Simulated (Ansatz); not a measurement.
`[BH2][AlH][CH2]OC` → Al• + B• + 2 C• + 8 H• + O•  (atomization)

Calculated with Ansatz (gas phase, PBE0-D4/def2-TZVP geometries, no zero-point term in ΔE). CBS: MP2 limit from def2 TZ/QZ plus the TZ coupled-cluster correction, frozen cores. This one scheme is used for every species, atoms too. Functionals use def2-TZVPP. HSE06 is defined as in plane-wave codes. Open shells (•) are unrestricted, without spin–orbit coupling. Spin–orbit coupling would lower the free atoms: a little for Al, B, C, O. Each species was taken in one conformer, which may not be the lowest.

| species | HSE06-D4 energy (Eh) |
| --- | --- |
| `[BH2][AlH][CH2]OC` | -423.17462 |
| Al• | -242.24302 |
| B• | -24.61633 |
| C• | -37.80300 |
| H• | -0.50075 |
| O• | -75.01518 |

Work out ΔE.

ΔE = 8 × (-0.50075) + 2 × (-37.80300) + (-242.24302) + (-24.61633) + (-75.01518) − (-423.17462) = 1.68809 Eh = +4432.1 kJ/mol. CCSD(T)/CBS gives +4408.1 kJ/mol.

What do rigid-rotor, harmonic-oscillator terms from PBE0-D4/def2-TZVP frequencies (298.15 K, 1 bar) make of the CCSD(T)/CBS value? (Estimate.)

The calculation gave: ΔZPE = -249.7 kJ/mol, ΔH = +4216.4 kJ/mol, ΔS = 1365 J/(mol·K), ΔG = +3809.4 kJ/mol. Open shells count their whole term as degenerate.

Largest T1 diagnostic among the species: 0.018.

At CCSD(T), def2-SVP lies −206.1 kJ/mol from the extrapolated value and def2-TZVPP −103.3 kJ/mol: correlation converges slowly with the basis, and small sets miss more of it in the bonded molecule than in its fragments. From PBE to PBE0 (25 % exact exchange), in def2-TZVPP and without D4, ΔE moves by −68.7 kJ/mol: exact exchange takes away binding that semilocal exchange gives to molecules.

For atomizations the MP2-based limit and the directly extrapolated one differ by several kJ/mol either way, and by 10 to 25 for some Ge, Se and Sn compounds, so smaller differences from it don't rank the levels.
